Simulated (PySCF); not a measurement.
## Ionisation energy along the 22-electron series

Calculated with PySCF 2.14 and a two-component X2C-1e Hamiltonian (Gaussian nucleus, no Breit or QED terms), each ion in its own even-tempered basis scaled to its charge; GMP2 freezes [Ne] and drops the highest virtual spinors. Values in eV. NIST values: (m) measured, (s) semi-empirical, (t) theoretical.

```
  ion  configuration  GHF (spin-free)  GMP2 (spin-free)  GHF (screened spin-orbit)  GMP2 (screened spin-orbit)          NIST
Hf⁵⁰⁺       [Ar] 3d4           4545.3            4545.3                     4574.6                      4575.5  4573 ± 4 (t)
Ta⁵¹⁺       [Ar] 3d4           4715.6            4715.6                     4747.3                      4748.2  4745 ± 4 (t)
 W⁵²⁺       [Ar] 3d4           4888.1            4888.1                     4922.4                      4923.3  4927 ± 4 (s)
```

Between Z = 72 and Z = 74 the GMP2 (screened spin-orbit) value grows as Z to the power 2.67.
